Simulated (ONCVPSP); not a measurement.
## Transferability test, ONCV potential for Zn

* Element: Zn (Z = 30)
* Generator: ONCVPSP 4.0.1
* Type: optimised norm-conserving Vanderbilt (ONCV)
* Functional: PBE
* Relativity: scalar-relativistic
* Frozen core: [Ar]
* Valence charge: 12
* Reference configuration: 3d10 4s1 (charge +1)
* Partial waves: 4s: rc 2.20 bohr, ncon 4, nbas 8, qcut 3.8 1/bohr, 2 projectors, debl 1.2 Ha; p scattering state at 0.4 Ha: rc 1.95 bohr, ncon 4, nbas 7, qcut 4.1 1/bohr, 1 projector; 3d: rc 0.95 bohr, ncon 4, nbas 8, qcut 16.1 1/bohr, 2 projectors, debl 2.1 Ha
* Local potential: polynomial inside 0.75 bohr (lpopt 3, dvloc0 0 Ha)
* Core correction: none

In the p channel the program set the typed energies aside and used 0.050 Ha.

Energies are relative to the spin-unpolarised reference configuration 3d10 4s1; without spin polarisation the order of configurations can differ from experiment.

| valence configuration | charge | ΔE all-electron (eV) | error AE − PS (meV) |
| --- | --- | --- | --- |
| 3d10 4s2 | 0 | -9.889 | +5.0 |
| 3d9 4s0 | +3 | 58.976 | +45 |
| 3d10 4s0 4p1 | +1 | 6.324 | -48 |

What are ΔE and the potential's error for 3d10 4s0?

ΔE = 18.443 eV all-electron; the error (AE − PS) is +18 meV.

Levels in the configuration 3d10 4s0 4p1:

| level | all-electron (eV) | pseudo (eV) |
| --- | --- | --- |
| 3d | -21.548 | -21.413 |
| 4p | -8.684 | -8.613 |

Note: ghosts flagged at negative energy: s at -133.7 eV, p at -16.7 eV; no localised positive-energy state flagged. A true bound ghost makes a file unfit for plane-wave use.
